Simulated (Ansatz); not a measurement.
Frontier orbitals of GeH₁₂Si₅, SMILES `[SiH2]1[SiH2][SiH2][GeH2][SiH2][SiH2]1`.

```xyz
18

Si    1.386    0.603    1.520
Si    2.252   -0.051   -0.559
Si    0.508   -0.686   -1.989
Ge   -1.377    0.696   -1.534
Si   -2.246    0.098    0.610
Si   -0.510   -0.689    1.972
H     2.422    0.481    2.584
H     0.969    2.032    1.439
H     3.190   -1.193   -0.367
H     3.009    1.078   -1.168
H     0.929   -0.606   -3.415
H     0.129   -2.096   -1.693
H    -0.917    2.167   -1.497
H    -2.463    0.569   -2.618
H    -3.291   -0.950    0.443
H    -2.873    1.289    1.246
H    -0.217   -2.106    1.617
H    -0.899   -0.639    3.409
```

Total charge 0; spin multiplicity 1. Correlated methods include outer-core shells of Ge, which these sets cover unevenly. Scalar relativity is left out up to krypton. All single points use the PBE0-D4/def2-TZVP geometry. Basis def2-TZVPP, the Gaussian-basis code of Ansatz.

Orbital energies of one run (eV). Highest occupied ones, from the top: -7.26, -7.46, -7.54, -8.09, -8.56, -8.88, -9.14, -9.22, -9.53, -9.82, -10.10, -10.23, -12.53, -13.41. Empty: -1.13, -1.05, -0.63, -0.54, -0.52, -0.41.

(1) Which functional gave them?
A. BLYP
B. HSE06 (plane-wave form)
C. ωB97M-V
D. BHLYP

Answers

(1) B. HOMO energies: HSE06 -7.26, BHLYP -8.55, BLYP -6.47, ωB97M-V -9.57 eV.
